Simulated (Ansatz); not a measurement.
Geometry optimisation, RKS B3LYP/def2-SVP (Ansatz 0.2.0).

The input (input.yaml):

```yaml
crystal:
  periodic: [false, false, false]
  atoms:
    - { symbol: C, position_ang: [0.2155, -1.4239, -0.4401] }
    - { symbol: O, position_ang: [1.0329, -0.5666, 0.2889] }
    - { symbol: Al, position_ang: [0.373, 1.1818, 0.2737] }
    - { symbol: O, position_ang: [-0.6901, 1.7431, 1.5843] }
    - { symbol: F, position_ang: [0.9184, 2.3137, -1.0265] }
    - { symbol: H, position_ang: [0.5596, -2.4005, -0.4398] }
    - { symbol: H, position_ang: [0.1454, -1.0526, -1.5117] }
    - { symbol: H, position_ang: [-0.811, -1.3847, -0.0058] }
    - { symbol: H, position_ang: [-1.6552, 1.5434, 1.2599] }
basis:
  gaussian: { orbitals: def2-SVP }
hamiltonian:
  xc: b3lyp
relax:
  f_tol: 0.02
  max_steps: 50
```

Command:

```bash
$ ansatz run input.yaml --threads 2 --pin off --max-ram 3072MiB --backend cpu --events-out ev --progress --plain --runs-dir out
```

Where does it end, and by what steps?

The forces met the threshold. After 12 steps the energy has fallen by 1.399 eV; O2 moved furthest, 1.01 Å.

```
step  energy less start (eV)  largest force component (eV/Å)  accepted
   0                  0.0000                           3.276       yes
   1                 -0.7124                           1.804       yes
   2                 -0.9466                           1.140       yes
   3                 -1.1301                           0.311       yes
   4                 -1.1717                           0.284       yes
   5                 -1.1899                           1.420       yes
   6                 -1.2761                           0.401       yes
   7                 -1.3335                           0.739       yes
   8                 -1.3492                           1.095       yes
   9                 -1.3884                           0.423       yes
  10                 -1.3948                           0.234       yes
  11                 -1.3955                           0.210       yes
  12                 -1.3986                           0.013       yes
```

```xyz
9
Properties=species:S:1:pos:R:3
C 0.181 -1.547 -0.570
O 0.605 -0.215 -0.552
Al 0.239 1.262 0.155
O -1.029 1.430 1.264
F 1.167 2.571 -0.267
H 0.981 -2.213 -0.198
H -0.057 -1.862 -1.602
H -0.718 -1.721 0.052
H -1.279 2.249 1.701
```

Whether the end is a true minimum wasn't checked by a vibrational analysis.

Run time: 34 s on 2 threads of Arm Neoverse V1 (shared host), peak memory 0.19 GiB.
